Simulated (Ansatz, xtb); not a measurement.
Two isomers of C3H6F2Se

We compare X, `FC(F)CC[SeH]`, a singlet, with Y, `CC(F)(F)C[SeH]`, a singlet. Both are isolated molecules in the gas phase, relaxed with PBE-D3(BJ)/def2-SVP; each stands in its lowest conformer found.

Quicker runs give these differences E(Y) − E(X): GFN2-xTB −3.4 kcal/mol; HF/STO-3G −5.7 kcal/mol (at GFN2-xTB geometries); r2SCAN-D4/def2-SVP −6.7 kcal/mol (at GFN2-xTB geometries).

Q: Estimate E(Y) − E(X) at the level CCSD(T)/def2-SVP + ΔMP2/def2-TZVPP.

A: Calculated at CCSD(T)/def2-SVP + ΔMP2/def2-TZVPP: E(Y) − E(X) = −4.1 kcal/mol, so structure Y lies lower.

How the difference moves with the method:

| level | geometry | E(Y) − E(X) (kcal/mol) | departure from the last row (kcal/mol) | job, with rough time for the two |
| --- | --- | --- | --- | --- |
| GFN2-xTB | GFN2-xTB | −3.4 | +0.7 | optimisation, 0.12 s |
| HF/STO-3G | GFN2-xTB | −5.7 | −1.6 | single point, 0.26 s |
| r2SCAN-D4/def2-SVP | GFN2-xTB | −6.7 | −2.6 | single point, 1.4 s |
| PBE-D3(BJ)/def2-SVP | PBE-D3(BJ)/def2-SVP | −4.1 | 0.0 | optimisation, 26 s |
| HF/def2-SVP | PBE-D3(BJ)/def2-SVP | −4.0 | +0.1 | part of the CCSD(T) run |
| MP2/def2-SVP | PBE-D3(BJ)/def2-SVP | −4.4 | −0.3 | part of the CCSD(T) run |
| CCSD(T)/def2-SVP | PBE-D3(BJ)/def2-SVP | −4.5 | −0.4 | single point |
| CCSD(T)/def2-SVP + ΔMP2/def2-TZVPP | PBE-D3(BJ)/def2-SVP | −4.1 |  | single point, 25 s |

As drawn, both hold the same kinds of bond in the same numbers. Structure X has 0 methyl groups, Y 1.

None of the levels shown reverses the order. The largest departure from CCSD(T)/def2-SVP + ΔMP2/def2-TZVPP is that of r2SCAN-D4/def2-SVP, 2.6 kcal/mol. The last row adds to CCSD(T) the change of the MP2 difference between the two basis sets, here +0.4 kcal/mol.

With thermal terms from frequencies at re-optimised GFN2-xTB minima (ideal gas, soft modes damped towards free rotors, one conformer each, 298.15 K, 1 atm): the zero-point term adds −0.7 kcal/mol; ΔH is −4.6 and ΔG −4.8 kcal/mol.

The correlated steps freeze 14 core orbitals; the filled d shell of Se is correlated, in a basis made for valence electrons. Programs: Ansatz 0.2.0, xtb 6.7.1; the last row on 4 threads of AMD EPYC 9R45 96-Core Processor (Zen 5) on a shared host.
